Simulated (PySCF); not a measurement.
WN(OH)3 (singlet state).
Structure used (PBE0-D3(BJ)/def2-SVP), in Å, numbered top down from 1:
```
atom  x, y, z in Å
W1     0.0149   -0.0112   -0.0849
N2     0.0514    0.0248    1.5785
O3     1.7825    0.3929   -0.6310
H4     2.4968    0.5738   -0.0107
O5    -1.2478    1.3092   -0.5826
H6    -1.7298    1.8454    0.0560
O7    -0.5185   -1.7722   -0.5336
H8    -0.7113   -2.4483    0.1245
```

Computed, not measured: PBE0-D3(BJ)/def2-SVP geometry optimisation, gas phase, def2 core potentials past Kr (PySCF).

Q: Which atoms are bound to W1, and at what distances?

A: 4 atoms: N2 1.664 Å, O5 1.894 Å, O3 1.894 Å, O7 1.894 Å. The nearest atom not counted as bound is H4, at 2.55 Å (others tie with it).

Q: List the angles at W1.

A: 
```json
{"angle": "O5–W1–O7", "degrees": "113.5", "distance of the outer atoms (Å)": "3.17"}
{"angle": "O3–W1–O5", "degrees": "113.4", "distance of the outer atoms (Å)": "3.17"}
{"angle": "O3–W1–O7", "degrees": "113.1", "distance of the outer atoms (Å)": "3.16"}
{"angle": "N2–W1–O3", "degrees": "105.3", "distance of the outer atoms (Å)": "2.83"}
{"angle": "N2–W1–O7", "degrees": "105.3", "distance of the outer atoms (Å)": "2.83"}
{"angle": "N2–W1–O5", "degrees": "105.2", "distance of the outer atoms (Å)": "2.83"}
```

Q: What is the shape at W1?

A: Distorted tetrahedral: angles from 105.2° to 113.5°; τ4 = (360° − α − β)/141° = 0.94 with α and β the two widest (0 for a square, 1 for a tetrahedron).

Q: What are the other bond lengths?

A: O3–H4, O5–H6, O7–H8 0.963 Å.

Q: What are the rotational constants (commonest isotopes, rigid rotor)?

A: A = 3599, B = 3588, C = 2811 MHz: an oblate symmetric top.

Point group: C3v (tolerance 0.08 Å). Charge 0, singlet. PBE0-D3(BJ)/def2-SVP frequencies: not computed here.
